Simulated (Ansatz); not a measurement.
System: LaCl, net charge 0, singlet state. 
Geometry from a B3LYP-D3(BJ)/def2-TZVP (Ansatz, an electronic-structure program) optimisation:
```xyz
2

La     0.0000     0.0000    -0.5861
Cl     0.0000     0.0000     1.9651
```

Basis-set convergence of Hartree-Fock and CCSD correlation energies (hartree) with Ansatz. Valence correlation only, unless marked. No spin-orbit coupling. Frozen are the shells of the preceding noble gas and the d and f shells that filled before the atom's block. In def2 rows, elements after Kr have scalar-relativistic effective core potentials.

The Hartree-Fock reference is unstable (checked in the largest basis), which strains HF and MP2. 

```csv
basis,functions,E(HF),"E(corr, CCSD)"
def2-SVPD,62,-490.54728,-0.20485
def2-TZVPPD,110,-490.69880,-0.25788
def2-QZVPPD,160,-490.71210,-0.27762
```

Extrapolating the two largest sets (X = 3 and 4) as X^-3: E(corr) = (64·(-0.27762) - 27·(-0.25788))/37 = -0.2920 Eh, an estimate of the basis-set limit. The largest set recovers 95.1 % of it, the smallest 70.1 %.
